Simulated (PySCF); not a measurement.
An element was calculated at PBE (PySCF 2.14, spin-free X2C, a triple-zeta basis, no spin-orbit coupling), in the ground configurations that NIST lists.

- first ionisation energy: 7.245 eV
- second ionisation energy: 16.303 eV
- third ionisation energy: 34.053 eV
- polarisability of the atom: 72.8 bohr³

Question: Which element is it?

Answer: Manganese (Mn, Z = 25), in aug-cc-pVTZ-DK. NIST lists 7.434, 15.640, 33.668 ± 0.012 eV for these ionisation energies.
